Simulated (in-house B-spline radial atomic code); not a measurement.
## RPA and G0W0 on LDA VWN5: Cs

Configuration [Xe] 6s1, highest spin, mean-field start LDA VWN5. Computed with a B-spline radial code for spherical atoms: all electrons, scalar-relativistic (spin-free one-electron X2C), finite nucleus, each spin shell either full or empty, empty states to l = 9 with an (l + 1/2)⁻⁴ tail; G0W0 by contour deformation at full frequency.

RPA overbinds a lone outer s electron by self-correlation, and G0W0 tends to as well.

Command:
```bash
python run_gw.py task.json out
```
Settings (radii: box in bohr, nucleus in fm):
```
Z                        55
electrons                55
configuration            [Xe] 6s1
hamiltonian              x2c
method                   lda,vwn
lmax                     9
rms_radius               4.8041
spin_polarised           True
box_radius               40
intervals                72
ion_configuration        [Kr] 4d10 5s2 5p6
```

Time taken, with all properties: 20 s on 1 thread of Arm Neoverse N1, with other jobs on the host.

Energies (hartree):

```
                                     term        value
                         mean-field total  -7779.34825
Hartree-Fock functional on these orbitals  -7783.08104
                      direct second order      -5.0049
                    second-order exchange       1.3626
                         SOSEX correction       1.2589
```

**Question.** What is the RPA correlation energy, and what remains with SOSEX?

**Answer.** RPA gives -4.3346 hartree (-2.14 eV per electron); RPA + SOSEX gives -3.0757, and the second-order doubles -3.6423 hartree (no singles). RPA lacks exchange-type terms and so overcorrelates at short range.

Quasi-particle levels (eV):

```csv
level,occupied,mean field,Σx - vxc,Σc,QP weight,G0W0
6s up,yes,-2.387,-1.04,?,?,?
6s down,no,-1.932,2.92,-1.71,0.689,-0.719
```

G0W0 = mean field + (Σx - vxc) + Σc, with Σc (partial-wave tail included) taken at the quasi-particle energy. Only the outer levels were computed. Levels of low weight are left out.

**Question.** Where does G0W0 put 6s up?

**Answer.** At -4.084 eV, with Σc = -0.66 eV and a quasi-particle weight of 0.703. The tabulated removal energy is 3.894 eV (NIST, measured); the calculation leaves out spin-orbit coupling, Breit and QED terms, and what these don't explain is the method's own error.

**Question.** What does it cost to remove one electron (to [Kr] 4d10 5s2 5p6) by differences of total energies, each species on its own start (correlation terms add to the Hartree-Fock functional)?

**Answer.** LDA VWN5 4.108 eV, Hartree-Fock functional 3.409 eV, + RPA 4.302 eV, + RPA + SOSEX 3.830 eV, + second order 4.270 eV. Tabulated: 3.894 eV (NIST, measured); the calculation leaves out spin-orbit coupling, Breit and QED terms, and what these don't explain is the method's own error.
